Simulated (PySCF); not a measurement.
**InH⁺ at LDA**

Computed with LDA; basis In def2-SVPD with ECP28, H def2-SVPD; scalar-relativistic core potentials; PySCF 2.14.

```json
{
 "state": "²Σ⁺ (doublet), unpaired electrons σ ↑",
 "bond length": "1.883 Å",
 "harmonic wavenumber": "1020 cm⁻¹",
 "force constant": "0.613 mdyn/Å",
 "rotational constant Be": "4.761 cm⁻¹",
 "anharmonicity ωexe": "86.5 cm⁻¹",
 "vibration–rotation constant αe": "0.407 cm⁻¹",
 "well depth De to In⁺ + H": "56 kJ/mol",
 "dissociation energy D0": "50 kJ/mol",
 "bond order (Mayer)": "0.68",
 "dipole moment (positive dipole points towards H; it is taken about the centre of mass and depends on that origin)": "0.56 D"
}
```

Spin–orbit coupling is left out. For an ion De counts to the pair picked by the measured ionisation energies or electron affinities, which need not be the lowest pair at this level. The state was picked by a PBE0 search and need not be the measured ground state.
